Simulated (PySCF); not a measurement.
Compound: 1,2-dichloro-1,1,2,2-tetrafluoroethane, C₂Cl₂F₄.
Structure used (PBE0-D3(BJ)/def2-SVP), in Å, numbered top down from 1:
```xyz
8
C2Cl2F4 angstrom
F      0.6788   -0.8855    1.3350
C     -0.3039   -0.4202    0.5761
F     -1.0103   -1.4512    0.1219
Cl    -1.3428    0.6450    1.5132
C      0.3036    0.3139   -0.6522
F     -0.6800    0.7605   -1.4215
F      1.0114   -0.5737   -1.3441
Cl     1.3416    1.6440   -0.1579
```

Method: core-valence-separated Tamm–Dancoff BHandHLYP/aug-pcX-1 (def2-SVPD on Cl) in PySCF, non-relativistic, gas phase, PBE0-D3(BJ)/def2-SVP geometry. The energies are unshifted.

The lowest roots of each edge with f over 0.003 (five at most, numbered afresh; weaker and dark ones are left out), with transition dipoles (au) in the frame of the coordinates:

```json
{"root": "1", "edge": "C", "E (eV)": "289.50", "f": "0.0521", "μx": "-0.0831", "μy": "-0.0023", "μz": "0.0209"}
{"root": "2", "edge": "C", "E (eV)": "289.52", "f": "0.1062", "μx": "-0.0059", "μy": "-0.1056", "μz": "-0.0615"}
{"root": "3", "edge": "C", "E (eV)": "291.18", "f": "0.0346", "μx": "0.0091", "μy": "0.0568", "μz": "0.0393"}
{"root": "4", "edge": "C", "E (eV)": "291.20", "f": "0.1176", "μx": "-0.1129", "μy": "0.0358", "μz": "-0.0497"}
{"root": "5", "edge": "C", "E (eV)": "292.39", "f": "0.1246", "μx": "-0.0378", "μy": "-0.0634", "μz": "0.1093"}
{"root": "6", "edge": "F", "E (eV)": "686.54", "f": "0.0348", "μx": "0.0223", "μy": "0.0383", "μz": "0.0102"}
{"root": "7", "edge": "F", "E (eV)": "686.55", "f": "0.0406", "μx": "0.0193", "μy": "-0.0331", "μz": "-0.0307"}
{"root": "8", "edge": "F", "E (eV)": "686.78", "f": "0.0398", "μx": "-0.0356", "μy": "0.0094", "μz": "-0.0317"}
{"root": "9", "edge": "F", "E (eV)": "686.79", "f": "0.0352", "μx": "-0.0334", "μy": "0.0229", "μz": "-0.0214"}
{"root": "10", "edge": "F", "E (eV)": "687.64", "f": "0.0038", "μx": "0.0115", "μy": "-0.0046", "μz": "-0.0085"}
```

Question: Molecules are fixed in this frame and the field points along (1, 0, −1)/√2. What effective strengths 3 f cos²θ do the roots have (θ between field and μ)?

Answer: root 1 (C2/C5): 0.115, root 2 (C2/C5): 0.033, root 3 (C2/C5): 0.010, root 4 (C2/C5): 0.043, root 5 (C2/C5): 0.232, root 6 (F3/F7): 0.004, root 7 (F3/F7): 0.063, root 8 (F1/F6): 0.000, root 9 (F1/F6): 0.004, root 10 (F3/F7): 0.010. Root 5 is the strongest. Averaged over all orientations cos²θ is 1/3, which gives f back.

One conformer stands for the species.
